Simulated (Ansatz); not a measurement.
System: C$_{2}$H$_{6}$AlCl, net charge 0, singlet state. 
Structure (B3LYP-D3(BJ)/def2-TZVP (Ansatz, a program for electronic structure) minimum search):
```xyz
10

Al     0.2202    -0.2585     0.2229
C      2.0277    -0.6194    -0.4011
H      2.5509    -1.3453     0.2246
H      2.6195     0.3003    -0.4194
H      2.0150    -0.9999    -1.4262
C     -0.6472    -1.0029     1.7977
H     -1.5248    -1.5899     1.5115
H     -1.0079    -0.2071     2.4552
H      0.0160    -1.6488     2.3766
Cl    -0.9302     1.0932    -0.9411
```
Charge 0, spin multiplicity 1.

Parts of the frozen-core correlation energy in cc-pV(T+d)Z (Ansatz, hartree). Frozen orbitals: 12; correlated occupied orbitals by spin: 12 and 12; virtual: 198 and 198. No spin-orbit coupling. No relativistic terms.

```csv
term,value
reference (HF),-780.80262
MP2 opposite-spin,-0.48581
MP2 same-spin,-0.13912
CCSD correlation,-0.67500
(T),-0.02619
T1 diagnostic,0.009
largest doubles amplitude,0.023
```
